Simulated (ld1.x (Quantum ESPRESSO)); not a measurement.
## tin, TM: configuration errors across variants

Sn (Z = 50), norm-conserving Troullier–Martins (Kleinman–Bylander form), made with ld1.x (Quantum ESPRESSO) 7.5 (PW91, scalar-relativistic). Core [Ar] 3d10, reference 4s2 4p6 4d10 5s2 5p2. Waves: 4s (bound): rc 1.05 bohr; 4p (bound): rc 0.90 bohr; 4d (bound): rc 1.60 bohr. Local part: all-electron potential smoothed inside 1.40 bohr (lloc = -1). Core correction: none.

Occupied shells without a wave of their own: 5p, 5s. They enter only through the test configuration that unscreens the potential.

All-electron excitation energies from the reference (eV): (1) 4s2 4p6 4d10 5s2 5p1 6.932; (2) 4s2 4p6 4d10 5s2 5p0 20.963; (3) 4s2 4p6 4d10 5s1 5p0 52.036; (4) 4s2 4p6 4d10 5s1 5p2 14.610; (5) 4s2 4p5 4d10 5s2 5p2 97.562; (6) 4s2 4p6 4d10 5s2 5p1.5 2.642; (7) 4s2 4p6 4d9 5s2 5p3 24.456.

For the base: The 5p, 5s levels have no wave, so the channel is fitted at the deeper level alone: the likely source of the large errors.

The file “base” misses its own reference levels by 0.9 eV. The file “wave 4d (bound): rc 1.60 bohr becomes 4d (bound): rc 1.06 bohr” misses its own reference levels by 0.9 eV. The file “wave 4d (bound): rc 1.60 bohr becomes 4d (bound): rc 1.26 bohr” misses its own reference levels by 0.9 eV. The file “wave 4d (bound): rc 1.60 bohr becomes 4d (bound): rc 1.52 bohr” misses its own reference levels by 0.9 eV. The file “wave 4d (bound): rc 1.60 bohr becomes 4d (bound): rc 1.72 bohr” misses its own reference levels by 0.9 eV. The file “wave 4d (bound): rc 1.60 bohr becomes 4d (bound): rc 1.92 bohr” misses its own reference levels by 0.9 eV. The file “wave 4d (bound): rc 1.60 bohr becomes 4d (bound): rc 2.06 bohr” misses its own reference levels by 0.9 eV. The file “wave 4d (bound): rc 1.60 bohr becomes 4d (bound): rc 2.22 bohr” misses its own reference levels by 0.9 eV. The file “wave 4d (bound): rc 1.60 bohr becomes 4d (bound): rc 2.44 bohr” misses its own reference levels by 0.9 eV.

Errors AE − PS in meV (a dash: test not solved or not reliable):

```csv
change,(1),(2),(3),(4),(5),(6),(7),bound ghosts
base,-764,-2005,-1350,+979,+46,-327,+887,none
wave 4d (bound): rc 1.60 bohr becomes 4d (bound): rc 1.06 bohr,-764,-2004,-1349,+979,+68,-327,+882,none
wave 4d (bound): rc 1.60 bohr becomes 4d (bound): rc 1.26 bohr,-764,-2004,-1349,+979,+66,-327,+882,none
wave 4d (bound): rc 1.60 bohr becomes 4d (bound): rc 1.52 bohr,-764,-2005,-1350,+979,+54,-327,+884,none
wave 4d (bound): rc 1.60 bohr becomes 4d (bound): rc 1.72 bohr,-764,-2005,-1351,+979,+28,-327,+894,none
wave 4d (bound): rc 1.60 bohr becomes 4d (bound): rc 1.92 bohr,-765,-2006,-1355,+979,-19,-327,+920,none
wave 4d (bound): rc 1.60 bohr becomes 4d (bound): rc 2.06 bohr,-765,-2007,-1357,+979,-45,-327,+938,none
wave 4d (bound): rc 1.60 bohr becomes 4d (bound): rc 2.22 bohr,-765,-2009,-1363,+979,-88,-327,+976,none
wave 4d (bound): rc 1.60 bohr becomes 4d (bound): rc 2.44 bohr,-765,-2012,-1376,+979,-152,-327,+1051,none
```

Q: Give the same row for: wave 4d (bound): rc 1.60 bohr becomes 4d (bound): rc 1.34 bohr.

A: -764, -2004, -1349, +979, +64, -327, +882; bound ghosts: none.
